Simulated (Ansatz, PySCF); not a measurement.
C4H4N2, SMILES c1cnccn1.

Geometry optimised at ωB97X-D3(BJ)/def2-SVP.

Vertical ionisation energy (IE) and electron affinity (EA) in eV. Rows of orbital energies are one-electron estimates. Where ΔSCF, EOM or ADC give a negative EA the extra electron is unbound and the value depends on the basis.

| level | IE | EA |
|---|---|---|
| −ε(HOMO), −ε(LUMO), PBE0/def2-TZVP (PySCF) | 7.30 | 1.56 |
| −ε(HOMO), −ε(LUMO), PBE/def2-TZVP (PySCF) | … | … |
| ΔSCF, PBE0/def2-TZVPD (Ansatz), final states of multiplicity 2 and 2 | 9.48 | -0.31 |
| ΔSCF, PBE/def2-TZVPD (Ansatz), final states of multiplicity 2 and 2 | 9.00 | -0.32 |

### Question
What belongs in the gaps? (The exact figures need the calculation; the answer reports its results.)

### Answer

- −ε(HOMO), −ε(LUMO), PBE/def2-TZVP (PySCF), IE: 5.78
- −ε(HOMO), −ε(LUMO), PBE/def2-TZVP (PySCF), EA: 2.53

### Question
What vertical singlet–triplet gap does ΔSCF give with PBE0/def2-TZVPD (Ansatz, an electronic-structure program) and with PBE/def2-TZVPD (Ansatz)? (The exact figures need the calculation; the answer reports its results.)

### Answer
3.33 and 2.96 eV (triplet above singlet where positive).
